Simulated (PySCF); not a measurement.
# One molecule, several mistakes: BCH6NSi

All numbers below are calculated, not measured. The program is PySCF 2.14.0, an open-source quantum chemistry code, run on an isolated molecule that a program drew, which may never have been made. The molecule is BCH6NSi (charge 0, singlet), drawn as the SMILES string `NBC=[SiH2]`.

Each row is a Hartree-Fock (HF) and frozen-core CCSD(T) single point in the cc-pV(D+d)Z basis, meant for a local HF minimum. Run 1 is clean. Each other run has one planted mistake out of seven kinds, and not every kind appears here: one electron removed, one electron added, multiplicity raised by two, geometry at a saddle point, minimal basis STO-3G, one bond length entered in bohr, all coordinates scaled. The reference is restricted for singlets and unrestricted otherwise, and also for a bond in bohr. Adding or removing an electron swaps singlet and doublet. Electrons count all cores. HOMO and LUMO are orbital energies over both spins, the gradient is its largest component, and the lowest frequency (negative if imaginary) is given only where the gradient is small. Bond lengths are over the 9 bonds as drawn. T1 is the CCSD diagnostic: over 0.02 (restricted) or 0.045 (unrestricted) a single reference is doubtful.

Geometry of the clean run:
```xyz
10
BCH6NSi, angstrom
N    -0.0216   -0.6119   -2.8616
B     0.8992   -0.1682   -1.9030
C     1.5264   -1.1151   -0.8406
Si    2.6413   -0.5500    0.3103
H    -0.3345   -1.5580   -2.9264
H    -0.4256   -0.0070   -3.5441
H     1.1985    1.0017   -1.9276
H     1.2562   -2.1690   -0.8196
H     3.2694   -1.3973    1.3407
H     3.0833    0.8515    0.3814
```

| run | electrons | basis functions | <S^2> | HOMO (eV) | LUMO (eV) | gradient (hartree/bohr) | lowest frequency (cm^-1) | mean bond (Å) | longest bond (Å) | T1 | HF (hartree) | CCSD(T) (hartree) | mistake |
|---|---|---|---|---|---|---|---|---|---|---|---|---|---|
| 1 | 38 | 95 | 0.000 | -8.42 | 1.99 | 3.4e-05 | 120 | 1.3215 | 1.699 | 0.0156 | -409.43550 | -409.99235 | no fault |
| 2 | 38 | 30 | 0.000 | -5.66 | 6.51 | 2.7e-02 | - | 1.3215 | 1.699 | 0.0218 | -404.57132 | -404.83250 | minimal basis STO-3G |
| 3 | 38 | 95 | 0.000 | -8.28 | 1.79 | 3.0e-02 | - | 1.3677 | 1.759 | 0.0169 | -409.42388 | -409.98861 | all coordinates scaled |
| 4 | 38 | 95 | 1.271 | -7.76 | 2.76 | 2.6e-02 | - | 1.4752 | 2.939 | 0.0611 | -409.28995 | -409.82342 | ? |

**Which mistake was planted in run 4, and what did it cost?**

The mean bond changes by a factor of 1.116 and the longest by 1.730, so the molecule wasn't scaled as a whole. A length L in bohr read as angstrom grows by (1/0.5292 - 1) L = 0.890 L. The 9 bonds together grew by 9 x 0.1537 = 1.383 Å, which gives L = 1.555 Å. That is bond B2-C3, 1.555 Å in the clean geometry. So the mistake is: one bond length entered in bohr. Subtracting run 1 and multiplying by 627.51 kcal/mol a hartree, the energy moved by 91.3 kcal/mol in HF and 106.0 kcal/mol in CCSD(T).

Cautions from the logs. Run 2: T1 is over the limit, so its CCSD(T) energy is less reliable; run 4: T1 is over the limit, so its CCSD(T) energy is less reliable.
